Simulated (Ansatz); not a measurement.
This geometry of FH6NOSi + H2O (13 atoms, charge 0, multiplicity 1) is a first-order saddle point.

Computed with Ansatz 0.2.0, RKS B3LYP-D4/6-31G.

```xyz
13
Properties=species:S:1:pos:R:3
Si 0.576 1.165 -0.643
F 1.137 -1.241 -0.594
H 1.804 1.152 0.200
H 0.166 2.593 -0.884
O 0.347 0.417 -2.160
H -0.730 -0.360 0.947
N -0.877 0.660 0.525
H 0.333 -1.764 0.363
O -0.409 -1.755 1.127
H 0.627 -0.536 -2.025
H -1.006 1.341 1.276
H -1.733 0.632 -0.036
H -0.234 -2.304 1.904
```

(1) Which two structures does it join? (They come from a converged band through this point; their orientation in space is the band's.)

(2) How far does it lie above each of them?

## Answers

(1) Bonds broken: Si1–F2, H6–N7, H8–O9. Bonds formed: H6–O9. FH6NOSi + H2O becomes FH + H2O + H5NOSi.

Image 0:

```xyz
13
Properties=species:S:1:pos:R:3
Si 0.448 0.774 -0.857
F -0.197 -0.864 -0.975
H 1.519 0.881 0.194
H -0.358 1.959 -1.273
O 1.348 0.668 -2.357
H -0.706 -0.123 1.383
N -0.907 0.746 0.855
H -0.299 -1.846 0.437
O -0.367 -1.880 1.422
H 1.887 -0.109 -2.581
H -0.777 1.577 1.430
H -1.868 0.712 0.516
H 0.278 -2.495 1.807
```

Image 10:

```xyz
13
Properties=species:S:1:pos:R:3
Si 0.252 1.365 -0.722
F 1.571 -1.771 -0.508
H 1.544 1.765 -0.069
H -0.403 2.489 -1.458
O 0.347 0.072 -1.816
H -0.597 -0.658 0.928
N -0.793 0.922 0.722
H 0.797 -1.861 0.187
O -0.298 -1.651 0.978
H 0.863 -0.740 -1.551
H -0.478 1.297 1.615
H -1.795 1.066 0.611
H -1.011 -2.297 1.082
```

(2) 12.8 kcal/mol above the first and 6.5 kcal/mol above the second. This is the barrier of this one path; another mechanism may lie lower. The orbitals stay closed-shell, which can raise the energy where a bond breaks towards radicals; this wasn't checked here. Limits of this set-up: no polarisation functions.

The run took 15 min on 1 thread of Intel(R) Xeon(R) Platinum 8259CL CPU @ 2.50GHz (Skylake/Cascade Lake), with other jobs on the host, peak memory 0.17 GiB.
